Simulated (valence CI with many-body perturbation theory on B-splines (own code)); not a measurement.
## As²⁷⁺: electric-dipole lines

Computed by configuration interaction combined with many-body perturbation theory (CI+MBPT): four valence electrons over a frozen Dirac-Fock core [He], radial functions for each j: 11 s, 11 p, 10 d, 8 f, 5 g, 2 h, with the one-electron correlation potential Σ1 (screened to all orders), the two-electron term Σ2, the three-electron term Σ3, Breit, model QED; selected single and double excitations, second order for the rest, scaled by the run's own slope (own B-spline code, finite nucleus).

The last digits are not significant, and no measured levels were compared; by estimate large intervals hold to a few tenths of a per cent, small ones and those within an open d or f shell to about a per cent. Among the levels kept, up to 1000 cm⁻¹ of a level comes from second order outside the variational space, and about a tenth of that is noise between levels of different J, which matters for small intervals.

Lines 51 to 100 of 535 in falling wavelength, among levels below 2003.0 eV, chosen from the strongest by gf and those to the six lowest levels. Wavelengths and rates use the calculated energies. Electric multipoles are in the length gauge, E1 and E2 with the static RPA response of the core. Weak lines are less certain than strong ones. Lines between different terms over intervals too small for the method are left out, as are lines whose strength nearly cancels. Where a level lies close to another of its J and parity, the split of strength between their lines is uncertain. The highest levels of a list are the least certain.

Levels are named by their leading jj configuration (3d3/2^4 stands for four electrons in 3d with j = 3/2), which in mixed levels can hold well under half, so a name can repeat and another be missing. Letters in brackets count levels of one name in rising energy.

```
λ vac (Å)                           Upper                           Lower   A (s⁻¹)  S (a.u.)
    316.7       (2p1/2^2 2p3/2 3p3/2) J=2          (2p1/2^2 2p3/2 3s) J=1  2.26e+09  1.77e-01
    316.2      (2s 2p3/2^2 3d5/2) J=2 [b]      (2s 2p3/2^2 3p3/2) J=1 [b]  1.51e+09  1.17e-01
    316.0          (2s^2 2p3/2 3d3/2) J=3          (2s^2 2p3/2 3p3/2) J=3  8.35e+08  9.10e-02
    314.4  (2s 2p1/2 2p3/2 3p3/2) J=1 [b]     (2s 2p1/2 2p3/2 3s) J=2 [b]  2.76e+09  1.27e-01
    314.0       (2p1/2 2p3/2^2 3d3/2) J=2   (2p1/2 2p3/2^2 3p1/2) J=2 [a]  1.34e+09  1.03e-01
    313.8  (2s 2p1/2 2p3/2 3d5/2) J=4 [b]  (2s 2p1/2 2p3/2 3p3/2) J=3 [b]  2.76e+09  3.78e-01
    313.2       (2p1/2 2p3/2^2 3p3/2) J=4          (2p1/2 2p3/2^2 3s) J=3  4.70e+09  6.41e-01
    313.0  (2s 2p1/2 2p3/2 3d3/2) J=2 [a]  (2s 2p1/2 2p3/2 3p1/2) J=2 [a]  1.33e+09  1.00e-01
    312.6  (2s 2p1/2 2p3/2 3d5/2) J=2 [a]  (2s 2p1/2 2p3/2 3p3/2) J=1 [a]  2.03e+09  1.53e-01
    310.2          (2s^2 2p3/2 3d5/2) J=3          (2s^2 2p3/2 3p3/2) J=2  2.56e+09  2.64e-01
    309.4   (2p1/2 2p3/2^2 3p3/2) J=3 [a]      (2p1/2 2p3/2^2 3s) J=2 [a]  2.85e+09  2.92e-01
    307.9      (2s 2p3/2^2 3p3/2) J=3 [b]         (2s 2p3/2^2 3s) J=2 [b]  1.76e+09  1.78e-01
    307.8  (2s 2p1/2 2p3/2 3p3/2) J=3 [b]     (2s 2p1/2 2p3/2 3s) J=2 [b]  2.61e+09  2.63e-01
    305.3  (2s 2p1/2 2p3/2 3d3/2) J=2 [d]  (2s 2p1/2 2p3/2 3p1/2) J=1 [c]  1.84e+09  1.30e-01
    304.9       (2p1/2^2 2p3/2 3d3/2) J=2       (2p1/2^2 2p3/2 3p1/2) J=2  1.62e+09  1.13e-01
    304.4      (2s 2p1/2 2p3/2 3d3/2) J=4      (2s 2p1/2 2p3/2 3p1/2) J=3  2.17e+09  2.72e-01
    303.3      (2s 2p3/2^2 3d5/2) J=3 [c]          (2p1/2^2 2p3/2 3s) J=2  2.72e+09  2.62e-01
    302.4  (2s 2p1/2 2p3/2 3d3/2) J=3 [a]  (2s 2p1/2 2p3/2 3p1/2) J=2 [a]  2.12e+09  2.02e-01
    302.3  (2s 2p1/2 2p3/2 3p3/2) J=3 [c]     (2s 2p1/2 2p3/2 3s) J=2 [c]  3.90e+09  3.72e-01
    301.8       (2p1/2^2 2p3/2 3d3/2) J=3       (2p1/2^2 2p3/2 3p1/2) J=2  2.65e+09  2.51e-01
    298.5       (2p1/2^2 2p3/2 3d3/2) J=2       (2p1/2^2 2p3/2 3p1/2) J=1  1.63e+09  1.07e-01
    298.1      (2s 2p3/2^2 3p3/2) J=1 [a]         (2s 2p3/2^2 3s) J=2 [a]  2.99e+09  1.17e-01
    296.6          (2s^2 2p3/2 3d5/2) J=2          (2s^2 2p3/2 3p3/2) J=1  1.47e+09  9.50e-02
    295.7          (2s^2 2p3/2 3p3/2) J=3             (2s^2 2p3/2 3s) J=2  3.94e+09  3.52e-01
    294.2          (2s 2p1/2^2 3d5/2) J=2          (2s 2p1/2^2 3p3/2) J=1  3.04e+09  1.91e-01
    291.7  (2s 2p1/2 2p3/2 3d5/2) J=3 [b]  (2s 2p1/2 2p3/2 3p3/2) J=2 [a]  1.19e+09  1.02e-01
    291.6  (2s 2p1/2 2p3/2 3d5/2) J=3 [a]      (2s 2p1/2 2p3/2 3p1/2) J=3  1.12e+09  9.60e-02
    291.5  (2s 2p1/2 2p3/2 3p3/2) J=3 [a]     (2s 2p1/2 2p3/2 3s) J=2 [a]  4.34e+09  3.71e-01
    290.3      (2s 2p1/2 2p3/2 3p3/2) J=4         (2s 2p1/2 2p3/2 3s) J=3  4.98e+09  5.41e-01
    289.3  (2s 2p1/2 2p3/2 3d5/2) J=3 [c]  (2s 2p1/2 2p3/2 3p3/2) J=2 [b]  2.46e+09  2.06e-01
    288.4          (2s 2p1/2^2 3d3/2) J=2          (2s 2p1/2^2 3p1/2) J=1  2.87e+09  1.70e-01
    287.4          (2s^2 2p3/2 3d3/2) J=3          (2s^2 2p3/2 3p1/2) J=2  2.33e+09  1.91e-01
    287.3          (2s^2 2p3/2 3d3/2) J=2          (2s^2 2p3/2 3p1/2) J=1  1.59e+09  9.28e-02
    287.2  (2s 2p1/2 2p3/2 3p3/2) J=2 [c]     (2s 2p1/2 2p3/2 3s) J=2 [c]  1.67e+09  9.76e-02
    287.0       (2p1/2^2 2p3/2 3d3/2) J=1       (2p1/2^2 2p3/2 3p1/2) J=1  2.85e+09  9.98e-02
    286.8      (2s 2p3/2^2 3d5/2) J=1 [a]      (2s 2p3/2^2 3p3/2) J=1 [a]  2.35e+09  8.19e-02
    286.5   (2p1/2 2p3/2^2 3p1/2) J=2 [b]          (2p1/2 2p3/2^2 3s) J=3  3.72e+09  2.16e-01
    286.3  (2s 2p1/2 2p3/2 3d3/2) J=2 [c]  (2s 2p1/2 2p3/2 3p1/2) J=1 [b]  1.86e+09  1.08e-01
    284.9          (2s 2p3/2^2 3p3/2) J=4             (2s 2p3/2^2 3s) J=3  5.25e+09  5.39e-01
    283.8       (2p1/2 2p3/2^2 3d3/2) J=2   (2p1/2 2p3/2^2 3p1/2) J=1 [a]  1.79e+09  1.01e-01
    283.7  (2s 2p1/2 2p3/2 3d3/2) J=3 [b]  (2s 2p1/2 2p3/2 3p1/2) J=2 [c]  3.53e+09  2.79e-01
    283.0      (2s 2p3/2^2 3p3/2) J=3 [a]             (2s 2p3/2^2 3s) J=3  3.89e+09  3.04e-01
    282.6  (2s 2p1/2 2p3/2 3p1/2) J=2 [b]         (2s 2p1/2 2p3/2 3s) J=3  4.16e+09  2.32e-01
    279.5  (2s 2p1/2 2p3/2 3d3/2) J=1 [a]  (2s 2p1/2 2p3/2 3p1/2) J=1 [a]  2.47e+09  7.99e-02
    279.0          (2s 2p1/2^2 3p3/2) J=2             (2s 2p1/2^2 3s) J=1  3.85e+09  2.06e-01
    278.6  (2s 2p1/2 2p3/2 3d3/2) J=2 [a]  (2s 2p1/2 2p3/2 3p1/2) J=1 [a]  1.79e+09  9.54e-02
    278.5       (2p1/2 2p3/2^2 3d3/2) J=1   (2p1/2 2p3/2^2 3p1/2) J=1 [a]  2.87e+09  9.17e-02
    278.4          (2s 2p3/2^2 3d3/2) J=4          (2s 2p3/2^2 3p1/2) J=3  4.28e+09  4.10e-01
    275.1      (2s 2p3/2^2 3d3/2) J=2 [a]      (2s 2p3/2^2 3p1/2) J=2 [a]  1.60e+09  8.20e-02
    274.6          (2s^2 2p1/2 3d3/2) J=2          (2s^2 2p1/2 3p1/2) J=1  3.53e+09  1.80e-01
```
